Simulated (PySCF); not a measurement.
Compound: CH4BF3Si.
Bonds: B1–Si2, Si2–C3, C3–F4, C3–F5, C3–F6. Hydrogens: H7, H8 on B1; H9, H10 on Si2.

All values: wB97X-D/def2-SVPD (PySCF, non-relativistic), on one gas-phase PBE0-D3(BJ)/def2-SVP geometry that isn't relaxed in the solvent. The solvent is an IEF-PCM continuum (Bondi radii, 1.10 Å for H, scaled by 1.2), and excitations are vertical TDDFT with non-equilibrium linear response and a frozen core. Specific hydrogen bonds and non-electrostatic terms are outside this model.

Gas-phase singlets (H = HOMO, L = LUMO):

```json
{"state": "S1", "E (eV)": "4.513", "λ (nm)": "275", "f": "0.002", "leading configurations": "H→L 95%"}
{"state": "S2", "E (eV)": "5.481", "λ (nm)": "226", "f": "0.001", "leading configurations": "H-3→L 48%, H-1→L 48%"}
{"state": "S3", "E (eV)": "6.476", "λ (nm)": "191", "f": "0.003", "leading configurations": "H-1→L 48%, H-3→L 47%"}
{"state": "S4", "E (eV)": "7.040", "λ (nm)": "176", "f": "0.062", "leading configurations": "H-2→L 94%"}
{"state": "S5", "E (eV)": "8.149", "λ (nm)": "152", "f": "0.017", "leading configurations": "H→L+2 78%"}
```

How does the list change in chloroform (ε = 4.711)?

| state | E (eV) | λ (nm) | f | leading configurations | change by rank (eV) |
| --- | --- | --- | --- | --- | --- |
| S1 | 4.569 | 271 | 0.004 | H→L 97% | +0.056 |
| S2 | 5.526 | 224 | 0.001 | H-3→L 49%, H-1→L 48% | +0.045 |
| S3 | 6.683 | 186 | 0.005 | H-1→L 50%, H-3→L 46% | +0.207 |
| S4 | 7.060 | 176 | 0.088 | H-2→L 94% | +0.020 |
| S5 | 8.129 | 153 | 0.027 | H→L+2 72%, H→L+3 9%, H→L+1 9% | -0.020 |

The ground-state energy changes by -0.069 eV from gas to chloroform. By how much does the total energy of gas-phase S1 change?

E(S1) = E(S0) + excitation energy, so it changes by -0.069 + 0.056 = -0.013 eV: it is lowered less than the ground state, which is what a blue shift means. This is the vertical state, with the slow part of the continuum still set for S0.

How do the frontier levels move from gas to chloroform?

```tsv
orbital	gas (eV)	solvent (eV)	change (eV)	Löwdin shares, gas	Löwdin shares, solvent
LUMO+2	2.05	2.26	+0.21	Si2 38 %, B1 16 %, H9 12 %, H10 12 %	Si2 35 %, B1 16 %, H9 12 %, H10 11 %
LUMO+1	1.86	2.07	+0.21	B1 54 %, Si2 18 %, H8 7 %, H10 5 %	B1 51 %, Si2 18 %, H8 6 %, H10 5 %
LUMO	-0.96	-0.66	+0.30	B1 56 %, Si2 20 %, H7 9 %, H8 9 %	B1 55 %, Si2 20 %, H7 9 %, H8 9 %
HOMO	-10.90	-10.69	+0.21	B1 36 %, Si2 29 %, H8 8 %, C3 7 %	B1 37 %, Si2 30 %, H8 7 %, H7 7 %
HOMO-1	-11.42	-11.32	+0.10	Si2 23 %, C3 18 %, F4 11 %, F6 11 %	Si2 21 %, C3 18 %, F4 11 %, F6 11 %
HOMO-2	-12.29	-12.06	+0.23	Si2 40 %, H10 24 %, H9 22 %, B1 5 %	Si2 40 %, H10 25 %, H9 22 %, B1 5 %
HOMO-3	-12.61	-12.37	+0.24	B1 42 %, H8 21 %, H7 18 %, Si2 7 %	B1 40 %, H8 20 %, H7 18 %, Si2 8 %
```

The HOMO–LUMO gap goes from 9.94 to 10.03 eV.

Conformer computed: `[BH2:1][SiH2:2][C:3]([F:4])([F:5])[F:6]`: B1–Si2–C3–F4 -58°.

The pairwise dispersion term of wB97X-D wasn't added to the energies; at a given geometry it leaves orbitals and properties as they are.
